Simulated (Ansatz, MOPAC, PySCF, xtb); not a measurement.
Noncovalent pair: HBr (SMILES Br) (first 2 atoms) with H4OSi (SMILES O[SiH3]); geometry from B3LYP-D3(BJ)/def2-TZVP, rigid monomers moved along the line of their centres of mass till Br1···H5 is 3.80 Å.
(charge 0, multiplicity 1):
| atom | x (Å) | y (Å) | z (Å) |
|---|---|---|---|
| Br | -0.4673 | -1.3769 | -0.0963 |
| H | 0.4134 | -0.3081 | 0.2541 |
| O | -0.8975 | 0.3212 | 4.1970 |
| Si | 0.7022 | 0.6576 | 4.3979 |
| H | -1.1446 | -0.2668 | 3.4758 |
| H | 1.4860 | -0.5352 | 4.7995 |
| H | 0.7840 | 1.6965 | 5.4420 |
| H | 1.3045 | 1.1772 | 3.1375 |

Monomers are frozen at their geometry in the pair; levels with a basis set take the counterpoise correction.

The state reached by PM7 isn't checked; PM7 holds dispersion and hydrogen-bond terms.

Codes used: Ansatz (Gaussian orbitals); MOPAC for PM7 (differences of heats of formation); PySCF for the dispersion terms; xtb for the GFN methods. Each number belongs to the level named beside it.

Task: One of these levels gives -4.7 kJ/mol for the interaction energy. Name it.
(A) PM7
(B) PBE0-D4/def2-TZVPPD
(C) GFN1-xTB

Result: B, PBE0-D4/def2-TZVPPD. The others give -1.3 (PM7), -3.0 (GFN1-xTB)

Ansatz is a program for electronic structure.
